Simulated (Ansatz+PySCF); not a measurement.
Values are calculated unless marked as measured or tabulated.
# Several solutions for quartet RhO

```yaml
atoms:
  - { symbol: Rh, position_ang: [0.0000, 0.0000, 0.0000] }
  - { symbol: O, position_ang: [0.0000, 0.0000, 1.7846] }
```

Basis set: def2-SVP (spherical functions, with the set's core potentials past Kr). Charge 0, multiplicity 4.

UHF was run from several starts with Ansatz (development build ahead of 0.2.0) and PySCF 2.14.0.

```
run  program                                 start  converged  energy (hartree)  <S²>
  A   Ansatz           search for the lowest state        yes        -184.43616  3.77
  B    PySCF   guess minao, instabilities followed        yes        -184.43616  3.77
  C    PySCF  guess huckel, instabilities followed        yes        -184.43616  3.77
  D   Ansatz               stability test followed        yes        -184.43616  3.77
  E   Ansatz               atomic start, no search        yes        -184.43616  3.77
  F    PySCF    guess atom, instabilities followed        yes        -184.43616  3.77
  G    PySCF                      program defaults        yes        -184.40718  3.84
```

Task: Which runs reached the lowest solution of this kind, and what is wrong with the others?

Result: A, B, C, D, E, F reached the lowest solution found. Converged but too high: G by 0.79 eV. Convergence only shows a stationary point, and even a stable one can lie too high; stability tests and further starts are what find lower ones. Caution: other spin multiplicities were not run.
